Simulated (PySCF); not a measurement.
**Question.** Write Cartesian coordinates for Ge(NCO)2Me2 (`[CH3][Ge]([CH3])([N]=C=O)[N]=C=O`) as optimised with PBE0-D3(BJ)/def2-SVP.

**Answer.** 
```
atom  x, y, z in Å
Ge1   -0.1801    0.0100   -0.1344
N2    -0.0581    0.1025    1.6833
C3     0.3931    0.0017    2.7896
O4     0.7947   -0.0778    3.8848
N5     1.5311   -0.0521   -0.7697
C6     2.7284   -0.0377   -0.6817
O7     3.8969   -0.0293   -0.6484
C8    -0.9913    1.6458   -0.7505
H9    -1.0640    1.6451   -1.8470
H10   -0.3779    2.5008   -0.4340
H11   -1.9978    1.7512   -0.3214
C12   -1.0511   -1.6430   -0.6117
H13   -2.0692   -1.6658   -0.1978
H14   -0.4824   -2.4933   -0.2111
H15   -1.1050   -1.7340   -1.7060
```

Orientation and origin are arbitrary. Atoms count from 1 in this order. Ge1 (germanium bonded to 2 C and 2 N) is distorted tetrahedral (angles from 106.6° to 117.3°).

Bonds between heavy atoms (Å): Ge1–N2 1.824, Ge1–N5 1.826, Ge1–C8 1.927, Ge1–C12 1.928, N2–C3 1.199, C3–O4 1.169, N5–C6 1.201, C6–O7 1.169.

Method used: PySCF 2.14.0, PBE0-D3(BJ)/def2-SVP geometry optimisation, gas phase.

No PBE0-D3(BJ)/def2-SVP frequencies stand behind this structure, so it isn't proved a minimum. One conformer, not necessarily the lowest (N5–Ge1–N2–C3 -22°, N2–Ge1–N5–C6 -3°).

Hardware: Intel Xeon at 2.50 GHz, one thread (shared host). Cost: 8.7 min, 0.73 GiB resident at most. These figures are those of the optimisation.
